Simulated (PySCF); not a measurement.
CH3Cl3Si (SMILES C[Si](Cl)(Cl)Cl), singlet, at a GFN2-xTB geometry; DF-SVWN5/aug-cc-pVDZ run with PySCF.

The PySCF input:
```python
from pyscf import gto, scf, dft
import numpy

mol = gto.M(
    atom='''
C    -2.08539302   -0.43002418    0.05735758
Si   -0.22565362   -0.04653152    0.00620648
Cl    0.68040569   -1.19502435   -1.39062803
Cl    0.06775652    1.90072752   -0.45554951
Cl    0.60976201   -0.42568869    1.80882858
H    -2.26630565   -1.46926637    0.31744164
H    -2.59468576    0.18660249    0.79274175
H    -2.55221147   -0.24599592   -0.90628735
''',
    basis='aug-cc-pvdz',
    verbose=4,
)
print('smallest overlap eigenvalue', numpy.linalg.eigvalsh(mol.intor('int1e_ovlp'))[0])

mf = dft.RKS(mol)
mf.xc = 'lda,vwn'
mf = mf.density_fit(auxbasis='def2-universal-jkfit')
mf = scf.addons.remove_linear_dep_(mf, threshold=1e-3, lindep=1e-3)
mf.kernel()
```

It wrote (shortened):

```
PySCF version 2.14.0

[INPUT] verbose = 4
[INPUT] num. atoms = 8
[INPUT] num. electrons = 74
[INPUT] charge = 0
[INPUT] spin (= nelec alpha-beta = 2S) = 0
[INPUT] symmetry False subgroup None
[INPUT] Mole.unit = angstrom
[INPUT] Symbol           X                Y                Z      unit          X                Y                Z       unit  Magmom
[...]
nuclear repulsion = 440.805403368068
number of shells = 55
number of NR pGTOs = 268
number of NR cGTOs = 158
basis = aug-cc-pvdz
ecp = {}
input.py:23: DeprecationWarning: remove_linear_dep_ is deprecated and will be removed in a future release. Linear dependency handling is now built into the SCF procedure by default. Linear dependency removal can be controlled using the following settings:
  pyscf.scf.hf.remove_overlap_zero_eigenvalue = True
  pyscf.scf.hf.overlap_zero_eigenvalue_threshold = 1e-6

  mf = scf.addons.remove_linear_dep_(mf, threshold=1e-3, lindep=1e-3)
smallest overlap eigenvalue 0.0004144942309020459
Applying remove_linear_dep_ on SCF object.
Using canonical orthogonalization with threshold 0.001

******** <class 'pyscf.df.df_jk.DFRKS'> ********
method = DFRKS
initial guess = minao
damping factor = 0
level_shift factor = 0
DIIS = <class 'pyscf.scf.diis.CDIIS'>
diis_start_cycle = 1
diis_space = 8
diis_damp = 0
SCF conv_tol = 1e-09
SCF conv_tol_grad = None
SCF max_cycles = 50
direct_scf = False
XC library pyscf.dft.libxc version 7.1.2
    S. Lehtola, C. Steigemann, M. J. T. Oliveira, and M. A. L. Marques,  SoftwareX 7, 1–5 (2018)
XC functionals = lda,vwn
    P. A. M. Dirac,  Math. Proc. Cambridge Philos. Soc. 26, 376 (1930)
    F. Bloch,  Z. Phys. 57, 545 (1929)
    S. H. Vosko, L. Wilk, and M. Nusair,  Can. J. Phys. 58, 1200 (1980)
radial grids:
    Treutler-Ahlrichs [JCP 102, 346 (1995); DOI:10.1063/1.469408] (M4) radial grids

becke partition: Becke, JCP 88, 2547 (1988); DOI:10.1063/1.454033
pruning grids: <function nwchem_prune>
grids dens level: 3
symmetrized grids: False
atomic radii adjust function: <function treutler_atomic_radii_adjust>
small_rho_cutoff = 0
Set gradient conv threshold to 3.16228e-05
Initial guess from minao.
tot grids = 119368
init E= -1704.63328469127
[...]
cycle= 1 E= -1704.13587285414  delta_E= 0.497  |g|= 0.521  |ddm|= 3.08
[...]
cycle= 2 E= -1704.04400297637  delta_E= 0.0919  |g|= 0.768  |ddm|= 1.11
[...]
cycle= 3 E= -1704.20695102783  delta_E= -0.163  |g|= 0.0858  |ddm|= 0.722
[...]
cycle= 4 E= -1704.20911425123  delta_E= -0.00216  |g|= 0.018  |ddm|= 0.0903
[...]
cycle= 5 E= -1704.20919015689  delta_E= -7.59e-05  |g|= 0.00856  |ddm|= 0.0193
[...]
cycle= 6 E= -1704.20920537076  delta_E= -1.52e-05  |g|= 0.00433  |ddm|= 0.00414
[...]
cycle= 7 E= -1704.20920622214  delta_E= -8.51e-07  |g|= 0.00392  |ddm|= 0.00165
[...]
cycle= 8 E= -1704.20920570426  delta_E= 5.18e-07  |g|= 0.00411  |ddm|= 0.00184
[...]
cycle= 9 E= -1704.20920569854  delta_E= 5.72e-09  |g|= 0.00411  |ddm|= 0.000206
[...]
cycle= 10 E= -1704.20920286046  delta_E= 2.84e-06  |g|= 0.0047  |ddm|= 0.00296
[...]
cycle= 11 E= -1704.20920325692  delta_E= -3.96e-07  |g|= 0.00465  |ddm|= 0.00045
[...]
cycle= 12 E= -1704.20920223253  delta_E= 1.02e-06  |g|= 0.00515  |ddm|= 0.000877
[...]
cycle= 13 E= -1704.20920222356  delta_E= 8.97e-09  |g|= 0.00512  |ddm|= 0.00171
[...]
cycle= 14 E= -1704.20920810012  delta_E= -5.88e-06  |g|= 0.00251  |ddm|= 0.00432
[...]
cycle= 15 E= -1704.2092021091  delta_E= 5.99e-06  |g|= 0.00496  |ddm|= 0.00464
[...]
cycle= 16 E= -1704.20920384405  delta_E= -1.73e-06  |g|= 0.00451  |ddm|= 0.00283
[...]
cycle= 17 E= -1704.20920164694  delta_E= 2.2e-06  |g|= 0.00524  |ddm|= 0.00313
[...]
cycle= 18 E= -1704.20920450234  delta_E= -2.86e-06  |g|= 0.00433  |ddm|= 0.00299
[...]
cycle= 19 E= -1704.2092012565  delta_E= 3.25e-06  |g|= 0.00531  |ddm|= 0.00233
[...]
cycle= 20 E= -1704.20920102644  delta_E= 2.3e-07  |g|= 0.00558  |ddm|= 0.00205
[...]
cycle= 21 E= -1704.20920198973  delta_E= -9.63e-07  |g|= 0.00504  |ddm|= 0.00159
[...]
cycle= 22 E= -1704.20920130571  delta_E= 6.84e-07  |g|= 0.00527  |ddm|= 0.0012
[...]
cycle= 23 E= -1704.20920577222  delta_E= -4.47e-06  |g|= 0.00388  |ddm|= 0.00452
[...]
cycle= 24 E= -1704.20919926247  delta_E= 6.51e-06  |g|= 0.00576  |ddm|= 0.00519
[...]
cycle= 25 E= -1704.20920097312  delta_E= -1.71e-06  |g|= 0.00542  |ddm|= 0.00201
[...]
cycle= 26 E= -1704.20920210443  delta_E= -1.13e-06  |g|= 0.00505  |ddm|= 0.00344
[...]
cycle= 27 E= -1704.20920260691  delta_E= -5.02e-07  |g|= 0.00481  |ddm|= 0.0041
[...]
cycle= 28 E= -1704.20920183226  delta_E= 7.75e-07  |g|= 0.00521  |ddm|= 0.00248
[...]
cycle= 29 E= -1704.20920051461  delta_E= 1.32e-06  |g|= 0.0059  |ddm|= 0.00281
[...]
cycle= 30 E= -1704.20919926416  delta_E= 1.25e-06  |g|= 0.00592  |ddm|= 0.00362
[...]
cycle= 31 E= -1704.2091995491  delta_E= -2.85e-07  |g|= 0.00586  |ddm|= 0.00331
[...]
cycle= 32 E= -1704.20920320072  delta_E= -3.65e-06  |g|= 0.00473  |ddm|= 0.00548
[...]
cycle= 33 E= -1704.20920523705  delta_E= -2.04e-06  |g|= 0.00395  |ddm|= 0.00761
[...]
cycle= 34 E= -1704.20920161797  delta_E= 3.62e-06  |g|= 0.00534  |ddm|= 0.00636
[...]
cycle= 35 E= -1704.20920008475  delta_E= 1.53e-06  |g|= 0.00563  |ddm|= 0.00339
[...]
cycle= 36 E= -1704.20920129264  delta_E= -1.21e-06  |g|= 0.00556  |ddm|= 0.00227
[...]
cycle= 37 E= -1704.20920018568  delta_E= 1.11e-06  |g|= 0.00583  |ddm|= 0.00229
[...]
cycle= 38 E= -1704.20920119703  delta_E= -1.01e-06  |g|= 0.00534  |ddm|= 0.00207
[...]
cycle= 39 E= -1704.2091994682  delta_E= 1.73e-06  |g|= 0.00588  |ddm|= 0.0026
[...]
cycle= 40 E= -1704.2092021747  delta_E= -2.71e-06  |g|= 0.00518  |ddm|= 0.00384
[...]
cycle= 41 E= -1704.20920078434  delta_E= 1.39e-06  |g|= 0.00547  |ddm|= 0.00458
[...]
cycle= 42 E= -1704.20920389394  delta_E= -3.11e-06  |g|= 0.00445  |ddm|= 0.00644
[...]
cycle= 43 E= -1704.20920072979  delta_E= 3.16e-06  |g|= 0.00555  |ddm|= 0.005
[...]
cycle= 44 E= -1704.20920060907  delta_E= 1.21e-07  |g|= 0.00572  |ddm|= 0.00194
[...]
cycle= 45 E= -1704.20920103181  delta_E= -4.23e-07  |g|= 0.00563  |ddm|= 0.0029
[...]
cycle= 46 E= -1704.20920008464  delta_E= 9.47e-07  |g|= 0.00575  |ddm|= 0.00236
[...]
cycle= 47 E= -1704.20920020825  delta_E= -1.24e-07  |g|= 0.00558  |ddm|= 0.00274
[...]
cycle= 48 E= -1704.20920361251  delta_E= -3.4e-06  |g|= 0.00478  |ddm|= 0.00448
[...]
cycle= 49 E= -1704.20920158231  delta_E= 2.03e-06  |g|= 0.00528  |ddm|= 0.00609
[...]
cycle= 50 E= -1704.20920202751  delta_E= -4.45e-07  |g|= 0.00517  |ddm|= 0.00526
SCF not converged.
SCF energy = -1704.20920202751
```

Convergence was not reached.
